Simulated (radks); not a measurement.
The numbers below are computed, except where a source is named.
Coulomb parameter of the 5d shell of the osmium ion Os3+ in the model configuration [Xe] 4f14 5d4 6s1, as a second difference U = [E(n + 0.5) + E(n - 0.5) - 2 E(n)] / (0.5)^2 with all orbitals relaxed. "Bare": the charge of the atom changes with n. "Screened": the 6s shell takes up the change at fixed total charge, which measures U(5d,5d) + U(6s,6s) - 2 U(5d,6s). Code: a radial shooting solver on a logarithmic mesh with Libxc functionals. Model: scalar-relativistic Kohn-Sham, PBE, spin-unpolarised, spherical densities, finite nucleus; Fermi nuclear charge, rms radius 5.4126 fm.

| case | configuration | E - E(n) (eV) |
|---|---|---|
| start | [Xe] 4f14 5d4 6s1 | 0.000 |
| bare +0.5 | [Xe] 4f14 5d4.5 6s1 | -17.206 |
| bare -0.5 | [Xe] 4f14 5d3.5 6s1 | 20.434 |
| screened +0.5 | [Xe] 4f14 5d4.5 6s0.5 | -2.709 |
| screened -0.5 | [Xe] 4f14 5d3.5 6s1.5 | 3.002 |

U(bare) = 12.912 eV, U(screened by 6s) = 1.171 eV, against the Slater integral F0(5d,5d) = 15.629 eV with frozen orbitals.
